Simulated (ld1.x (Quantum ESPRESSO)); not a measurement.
**titanium (Ti), TM semilocal: configuration errors across variants**

| Property | Result |
| --- | --- |
| Element | Ti |
| Generator | ld1.x (Quantum ESPRESSO) 7.5 |
| Type | norm-conserving Troullier–Martins (semilocal form) |
| Functional | PBE |
| Relativity | scalar-relativistic |
| Frozen core | [Ar] |
| Valence charge | 4 |
| Reference configuration | 3d2 4s1 4p0 (charge +1) |
| Partial waves | 4p (bound, empty): rc 3.05 bohr; 3d (bound): rc 2.20 bohr; 4s (bound): rc 2.30 bohr |
| Local potential | the s channel |
| Core correction | none |

All-electron excitation energies from the reference (eV): (1) 3d2 4s2 4p0 -7.347; (2) 3d2 4s0 4p0 13.572; (3) 3d1 4s0 4p0 40.521; (4) 3d2 4s0 4p2 -1.059; (5) 3d2.5 4s1.5 4p0 -6.994; (6) 3d2 4s1.5 4p0 -4.410; (7) 3d2 4s1 4p1 -4.271.

In the semilocal form every listed channel keeps its own potential, so the choice of the local channel does not act on these tests. It acts once the file is put into the separable form.

A semilocal file is local in each channel, so a ghost entry of none says nothing of the separable form that plane-wave codes build from it.

3 further variants failed, have other tests or another functional or relativity, and are left out.

Errors AE − PS in meV (a dash: test not solved or not reliable):

```tsv
change	(1)	(2)	(3)	(4)	(5)	(6)	(7)	bound ghosts
base	+25	+157	+414	+12	+4.6	+10	+8.3	none
wave 3d (bound): rc 2.20 bohr becomes 3d (bound): rc 2.06 bohr	+25	+159	+392	+12	+5.0	+10	+8.2	none
form changed from semilocal to separable (Kleinman–Bylander), still TM; local potential all-electron potential smoothed inside 2.55 bohr (lloc = -1)	+29	+158	+419	+12	+15	+11	+9.5	none
wave 4p (bound): rc 3.05 bohr becomes 4p (bound): rc 4.34 bohr	+25	+157	+414	+17	+4.6	+10	+7.7	none
core correction a·sin(br)/r model core inside 1.32 bohr	-1.3	-12	-374	-6.0	-24	-0.4	-0.9	none
```

Task: Give the same row for: wave 4s (bound): rc 2.30 bohr becomes 4s (bound): rc 1.54 bohr.

Result: +94, +205, +231, +34, +171, +41, +31; bound ghosts: none.
